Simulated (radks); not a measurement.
Q: All-electron atom: Ce39+ in [Ne] 3p6 3d1 4s2 (not the ground configuration). Calculated with a radial shooting solver on a logarithmic mesh with Libxc functionals: Dirac Kohn-Sham, BP86, spin-unpolarised, spherical densities, point nucleus; open shells are shared between the two j in proportion to 2j + 1.

Spin-orbit splittings of the eigenvalues, e(l+1/2) - e(l-1/2), with zeta = 2 splitting/(2l+1) and mean radii in bohr:

| shell | occ. | splitting (eV) | zeta (eV) | <r> j=l-1/2 | <r> j=l+1/2 |
|---|---|---|---|---|---|
| 2p | 6 | 455.3 | 303.5 | 0.08701 | 0.09301 |
| 3p | 6 | 111.1 | 74.06 | 0.2428 | 0.2522 |
| 3d | 1 | ? | ? | 0.2191 | 0.2220 |

Estimate the 3d splitting.

A: 26.20 eV (zeta = 10.48 eV).
